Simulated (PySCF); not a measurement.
A single-point calculation

[SmCl2]+ (singlet in the valence; each metal's 4f electrons, 5 of them, lie in its core potential, out of spins and levels). PySCF 2.14.0, RKS PBE0, Sm lcecp-1-SVP with ECP51, Cl def2-SVP; non-relativistic Hamiltonian with scalar-relativistic core potentials where named; density fitting; no spin-orbit coupling. Purpose: finer grid at the relaxed geometry.

```python
mol = gto.M(atom='''
Sm    -0.00000     0.00000    -0.55329
Cl     1.97255    -0.00000     0.84886
Cl    -1.97255     0.00000     0.84886''',
    basis={'Sm': 'lcecp-1-SVP', 'Cl': 'def2-SVP'},
    ecp={'Sm': 'lcecp-1-SVP'},
    charge=1, spin=0)
mf = dft.RKS(mol, xc='PBE0')
mf.grids.atom_grid = (75, 302)  # f atoms: unpruned, at least (60, 302)
mf = mf.density_fit()  # fitting sets: Sm AutoAux, Cl def2-universal-JKFIT
mf.conv_tol = 1e-09; mf.max_cycle = 55
mf.kernel(dm0)  # dm0: converged density of the relaxed state
mf.nuc_grad_method().kernel()
```

Run from Python with OMP_NUM_THREADS=2; the lines above give its settings. Where DIIS fails, smearing, a level shift and second-order steps follow.
It took 4.8 s on 2 threads of Arm Neoverse V1 (shared host), with gradient, populations and further properties, from an already converged density.

Problem. Where do the frontier levels lie, over both spins?

Solution. HOMO -13.68 eV, LUMO -7.89 eV. The 4f levels lie in the core potential and are missing.

Problem. What are the Mulliken charges and spins?

Solution. 
```tsv
atom	charge (e)	spin (e)
Sm1	1.313	0.000
Cl2	-0.156	0.000
Cl3	-0.156	0.000
```
The spin of the 4f electrons in the core isn't counted.

Problem. What forces act on the atoms (eV/Å)?

Solution. 
```
Sm  0.00 0.00 0.00
Cl  0.00 0.00 0.00
Cl  0.00 0.00 0.00
```
Forces carry noise of the integration grid, about 0.01 to 0.03 eV/Å.

An lcecp potential fixes the number of 4f electrons, so in runs with it no electron can move into or out of that shell.
